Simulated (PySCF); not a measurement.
C7H9F3Si2, SMILES F[Si]([SiH2]Cc1ccccc1)(F)F (GFN2-xTB optimised geometry):

```
21

F      0.960    -1.337     3.417
Si     0.218    -2.661     2.939
F      0.132    -3.492     4.295
F      1.388    -3.426     2.171
Si    -1.779    -2.443     1.858
C     -1.476    -1.928     0.042
C     -0.713    -0.640     0.000
C     -1.381     0.578     0.009
C     -0.677     1.769     0.006
C      0.707     1.758     0.003
C      1.383     0.550     0.000
C      0.677    -0.640     0.000
H     -2.522    -3.713     1.875
H     -2.602    -1.420     2.519
H     -2.433    -1.813    -0.466
H     -0.920    -2.708    -0.480
H     -2.462     0.589     0.012
H     -1.211     2.708     0.008
H      1.257     2.687     0.003
H      2.462     0.532    -0.001
H      1.212    -1.580    -0.008
```

Calculation: PBE0/def2-SVP (PySCF).

What are the frontier orbital energies and the dipole moment?

HOMO-2 -9.48 eV, HOMO-1 -7.53 eV, HOMO -7.13 eV, LUMO -0.71 eV, LUMO+1 -0.49 eV; dipole moment 3.41 D.

Meta-Löwdin charges at PBE0/def2-SVP: F1 -0.46, Si2 1.34, F3 -0.46, F4 -0.46, Si5 0.34, C6 -0.39, C7 0.01, C8 -0.13, C9 -0.10, C10 -0.11, C11 -0.10, C12 -0.13, H13 -0.07, H14 -0.07, H15 0.12, H16 0.12, H17 0.10, H18 0.11, H19 0.11, H20 0.11, H21 0.11.
